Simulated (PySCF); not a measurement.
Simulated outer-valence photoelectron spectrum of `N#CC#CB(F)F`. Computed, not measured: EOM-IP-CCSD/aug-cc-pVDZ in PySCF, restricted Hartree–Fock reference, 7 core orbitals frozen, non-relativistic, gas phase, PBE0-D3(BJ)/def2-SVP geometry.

Each root has a Gaussian of 0.5 eV full width with its one-hole share as area; cross sections and vibrations are left out, and the highest printed point is 100.

| ionisation energy (eV) | intensity |
| --- | --- |
| 11.2 | 0 |
| 11.3 | 1 |
| 11.4 | 2 |
| 11.5 | 7 |
| 11.6 | 19 |
| 11.7 | 38 |
| 11.8 | 64 |
| 11.9 | 88 |
| 12.0 | 100 |
| 12.1 | 93 |
| 12.2 | 71 |
| 12.3 | 44 |
| 12.4 | 22 |
| 12.5 | 9 |
| 12.6 | 3 |
| 12.7 | 1 |
| 12.8 | 0 |
| 12.9 | 0 |
| 13.0 | 0 |
| 13.1 | 0 |
| 13.2 | 1 |
| 13.3 | 2 |
| 13.4 | 6 |
| 13.5 | 14 |
| 13.6 | 27 |
| 13.7 | 41 |
| 13.8 | 49 |
| 13.9 | 48 |
| 14.0 | 39 |
| 14.1 | 28 |
| 14.2 | 24 |
| 14.3 | 33 |
| 14.4 | 55 |
| 14.5 | 82 |
| 14.6 | 100 |
| 14.7 | 99 |
| 14.8 | 78 |
| 14.9 | 50 |
| 15.0 | 25 |
| 15.1 | 12 |
| 15.2 | 8 |
| 15.3 | 12 |
| 15.4 | 22 |
| 15.5 | 37 |
| 15.6 | 49 |
| 15.7 | 54 |
| 15.8 | 51 |
| 15.9 | 47 |
| 16.0 | 49 |
| 16.1 | 57 |
| 16.2 | 66 |
| 16.3 | 73 |
| 16.4 | 75 |
| 16.5 | 71 |
| 16.6 | 61 |
| 16.7 | 46 |
| 16.8 | 29 |
| 16.9 | 15 |
| 17.0 | 6 |
| 17.1 | 2 |
| 17.2 | 1 |
| 17.3 | 0 |

Question: Where are the maxima, and how many lines lie under the curve?

Answer: 5 maxima, at 12.0, 13.8, 14.6, 15.7 and 16.4 eV, from 8 lines. At this width some lines have no maximum of their own.

Question: List the lines with their holes.

Answer: 
| E (eV) | leading hole (HF orbital) | area | Koopmans (eV) |
| --- | --- | --- | --- |
| 11.94 | HOMO | 0.96 | 11.98 |
| 12.08 | HOMO-1 | 0.96 | 12.08 |
| 13.84 | HOMO-4 | 0.91 | 16.48 |
| 14.63 | HOMO-3 | 0.93 | 15.29 |
| 14.66 | HOMO-2 | 0.93 | 15.23 |
| 15.68 | HOMO-5 | 0.94 | 18.03 |
| 16.22 | HOMO-6 | 0.95 | 18.75 |
| 16.56 | HOMO-7 | 0.94 | 18.88 |

The widest gap, 1.76 eV, lies between 12.08 and 13.84 eV. Only orbitals with −ε under 21 eV, eight at most, were ionised, so the high end of the curve may lack lines.

Hardware: an Arm Neoverse V2 with one thread, shared host with 64 logical CPUs at a one-minute load of 16. Cost: 7.6 min, 2.9 GiB resident at most.
